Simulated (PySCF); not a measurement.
Parent: `[CH2:1]=[CH:2]/[CH:3]=[CH:4]/[CH:5]=[CH:6]/[Cl:7]` with C1–C2–C3–C4 180°, C3–C4–C5–C6 180°, C6H7Cl.

Computed, not measured: PySCF 2.14.0, PBE0-D3(BJ)/def2-SVP geometry optimisation, gas phase. One conformer each, not checked by frequencies here.

```
coordinate of the parent    value
                   C1=C2  1.343 Å
                   C2–C3  1.446 Å
                   C3=C4  1.352 Å
                   C4–C5  1.443 Å
                   C5=C6  1.343 Å
                  C6–Cl7  1.719 Å
                C1–C2–C3   124.2°
                C2–C3–C4   124.2°
                C3–C4–C5   123.8°
                C4–C5–C6   123.0°
               C5–C6–Cl7   123.4°
```

Q: How does the shared frame change in `[CH3:1]/[CH:2]=[CH:3]/[CH:4]=[CH:5]/[CH:6]=[CH:7]/[Cl:8]` with C2–C3–C4–C5 180°, C4–C5–C6–C7 180°, C7H9Cl? Atoms pair as C1 = C2, C2 = C3, C3 = C4, C4 = C5, C5 = C6, C6 = C7, Cl7 = Cl8 (parent first).

A: 
| parent | relative | value in the relative | change |
| --- | --- | --- | --- |
| C1=C2 | C2=C3 | 1.346 Å | +0.003 |
| C2–C3 | C3–C4 | 1.444 Å | -0.002 |
| C3=C4 | C4=C5 | 1.353 Å | +0.001 |
| C4–C5 | C5–C6 | 1.442 Å | -0.001 |
| C5=C6 | C6=C7 | 1.343 Å | 0.000 |
| C6–Cl7 | C7–Cl8 | 1.720 Å | +0.001 |
| C1–C2–C3 | C2–C3–C4 | 124.2° | 0.0 |
| C2–C3–C4 | C3–C4–C5 | 124.4° | +0.2 |
| C3–C4–C5 | C4–C5–C6 | 123.8° | 0.0 |
| C4–C5–C6 | C5–C6–C7 | 123.2° | +0.2 |
| C5–C6–Cl7 | C6–C7–Cl8 | 123.4° | 0.0 |

No shared bond changes by more than 0.004 Å. Bonds of the relative outside the shared frame: C1–C2 1.488 Å. Point group Cs → Cs.
